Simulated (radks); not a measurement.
The numbers below are computed, except where a source is named.
The chromium ion Cr+, 23 electrons, occupied as [Ar] 3d5.

Code: a radial shooting solver on a logarithmic mesh with Libxc functionals. Model: scalar-relativistic Kohn-Sham, LB94 model potential, spin-polarised, spherical densities, finite nucleus; open shells are filled with parallel spins first; Fermi nuclear charge, rms radius 3.6452 fm.

Energy parts (eV):
part                  energy
kinetic            29022.552
electron-nucleus  -68282.600
Hartree            12007.558
(The LB94 potential has no energy functional, so no total or exchange-correlation energy is given.)

Orbitals (lengths in bohr, moments of r in powers of bohr; r(max) is where P^2 peaks):
orbital	occ.	eigenvalue (eV)	r(max)	<1/r>
1s up	1	-5954.919	0.04160	23.92
1s down	1	-5954.951	0.04160	23.92
2s up	1	-693.8701	0.2435	5.053
2s down	1	-694.5453	0.2436	5.054
2p up	3	-587.9169	0.1972	4.976
2p down	3	-588.4562	0.1973	4.977
3s up	1	-87.7997	0.7772	1.556
3s down	1	-84.8403	0.7788	1.547
3p up	3	-59.6686	0.7984	1.421
3p down	3	-56.9332	0.8014	1.409
3d up	5	-17.3228	0.8358	1.032
3d down	0	-15.5574	0.8547	0.9788

The highest occupied level is 3d up at -17.323 eV. For comparison, the ionisation energy in NIST's Atomic Spectra Database is 16.486 eV (measured). In exact Kohn-Sham theory the highest level is minus the ionisation energy, but local and semilocal functionals leave it too shallow, through self-interaction and a potential that decays too fast; potentials with the right tail come closer. The spin density at the nucleus is 0.6993 e/bohr^3 (1s 0.0556, 2s -0.0454, 3s 0.6891). Summed over all electrons, <r^2> = 21.02 bohr^2, which gives a Langevin (diamagnetic) susceptibility term of -16.7 x 10^-6 cm^3/mol. The density falls to 0.001 e/bohr^3 at r = 3.43 bohr. The electron density at the nucleus is 1.15e+04 e/bohr^3 (large components only).
